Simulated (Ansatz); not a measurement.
Energy needed to pull apart SiHSeO (SMILES [O][SiH]=[Se]), doublet, into free ground-state atoms, from the structure below (displaced at random from a GFN2-xTB minimum); no zero-point or spin–orbit terms; open-shell atoms are treated unrestricted, in their ground-state multiplicity.

```
atom    x (Å)    y (Å)    z (Å)
  O1  -1.3348  -0.4534   0.9768
 Si2  -0.3608  -0.0227  -0.0570
 Se3   1.9847  -0.4237   0.1536
  H4  -0.2648   1.1709  -1.1477
```

Computed with Ansatz 0.2.0 (basis: def2-TZVPP); correlated methods freeze the cores; orbitals are unrestricted. Filled d shells of the heavier atoms are correlated. The def2 sets are not built for correlating such inner shells, so the correlated values are less sure here.

```csv
method,atomization energy (eV)
PBE-D4,12.63
r2SCAN-D4,?
PBE0-D4,11.95
r2SCANh-D4,12.06
BHLYP-D4,11.27
wB97M-V,?
HF,7.29
MP2,12.09
CCSD,11.18
CCSD(T),11.58
```

Task: What does wB97M-V give? (Judge from chemistry; the value comes from the calculation.)

Result: The calculation gives: 12.05 eV, which is about 0.47 eV more than CCSD(T)/def2-TZVPP.

Task: What does r2SCAN-D4 give? (Judge from chemistry; the value comes from the calculation.)

Result: Computed: 12.32 eV, which is about 0.73 eV more than CCSD(T)/def2-TZVPP.

In triple zeta the MP2 and coupled-cluster atomization energies are still short of their basis limit by a few kcal/mol a bond, whereas those of the functionals are nearly converged, so these differences are not deviations from converged CCSD(T).

No T1 diagnostic of these runs exceeds 0.017. ⟨S²⟩ of the unrestricted Hartree–Fock references: 0.76 (a pure state has 0.75).

For scale, one of the runs: CCSD(T)/def2-TZVPP forces, 135 basis functions (an equivalent command: `ansatz run in.yaml --threads 4`). The run took 3.9 min on 4 CPU threads (shared host), with 2.9 GiB of host memory at its peak.
